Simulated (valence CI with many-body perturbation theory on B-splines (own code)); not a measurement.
# Which ion has this spectrum?

A relativistic CI+MBPT calculation for an atom or ion with 21 electrons gives these levels (cm⁻¹):

```
   J  Parity       E     g
 3/2    even     0.0  0.52
 5/2    even   47856  1.04
 7/2    even   79165  1.16
 3/2    even   91207  1.34
 9/2    even   94790  1.17
 1/2    even  107019  2.04
 7/2    even  148895  0.97
 9/2    even  156722  1.09
 5/2    even  159507  1.53
 3/2    even  180937  1.17
 1/2    even  191663  1.29
11/2    even  203422  1.09
 5/2    even  218893  1.20
 9/2    even  243643  1.08
```

The energies are calculated, and their last digits are not significant.

(1) Which is it?
A. In28+
B. Sn29+
C. Pd25+
D. Ag26+

## Answers

(1) A. In28+, ground level (3d3/2^3) J=3/2.
